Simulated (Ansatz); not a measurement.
System: SrCl, net charge 0, doublet state. 
Geometry from a B3LYP-D3(BJ)/def2-TZVP (Ansatz, a first-principles code) optimisation:
```xyz
2

Sr     0.0000     0.0000    -0.8032
Cl     0.0000     0.0000     1.7955
```
Charge 0, spin multiplicity 2.

Parts of the frozen-core correlation energy in def2-SVP (Ansatz, hartree). Frozen orbitals: 9; correlated occupied orbitals by spin: 5 and 4; virtual: 27 and 28. UHF or UKS for open shells. Spin-orbit coupling is left out. Past Kr the def2 sets carry scalar-relativistic core potentials.

```
term                            value
-------------------------  ----------
reference (HF)             -489.79405
MP2 opposite-spin          (withheld)
MP2 same-spin              (withheld)
CCSD correlation             -0.15302
(T)                        (withheld)
CCSDT minus CCSD(T)          -0.00025
CCSDT(Q) minus CCSD(T)       -0.00051
T1 diagnostic                   0.011
largest doubles amplitude       0.036
<S^2> of the reference          0.751
```

Question: Fill in the missing entries.

Answer: 
- MP2 opposite-spin, value: -0.10270
- MP2 same-spin, value: -0.03827
- (T), value: -0.00262
